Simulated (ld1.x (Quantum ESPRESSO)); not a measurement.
## An all-electron radial function and its pseudo partner (C)

Columns: radius, all-electron u(r) and pseudo u(r) of the 2p shell (level -5.23 eV) of carbon in the configuration [He] 2s2 2p2; PBEsol, scalar-relativistic, RRKJ scheme, ld1.x (Quantum ESPRESSO) 7.5.

```csv
r (bohr),all-electron,pseudo
0.120,0.0642,0.0201
0.240,0.1880,0.0780
0.360,0.3174,0.1668
0.480,0.4319,0.2762
0.600,0.5251,0.3942
0.720,0.5974,0.5086
0.840,0.6495,0.6087
0.960,0.6834,0.6870
1.080,0.7018,0.7393
1.200,0.7076,0.7653
1.320,0.7035,0.7677
1.440,0.6918,0.7515
1.560,0.6744,0.7228
1.680,0.6528,0.6872
1.800,0.6283,0.6496
1.920,0.6018,0.6129
2.040,0.5741,0.5787
2.160,0.5459,0.5472
2.280,0.5176,0.5178
2.400,0.4896,0.4896
2.520,0.4621,0.4621
2.640,0.4353,0.4353
2.760,0.4095,0.4095
2.880,0.3847,0.3847
3.000,0.3609,0.3609
3.120,0.3383,0.3383
```

Task: How many radial nodes do the two functions have?

Result: The all-electron 2p function has n − l − 1 = 0; the pseudo-wave has 0.

Task: At about which radius was the pseudo-wave matched?

Result: 2.40 bohr, where the columns begin to agree (steps of 0.12 bohr).

Task: Is the pseudo-wave norm-conserving?

Result: Yes: the RRKJ scheme keeps the norm inside the radius equal to the all-electron one, which fixes the energy derivative of the logarithmic derivative at the level.
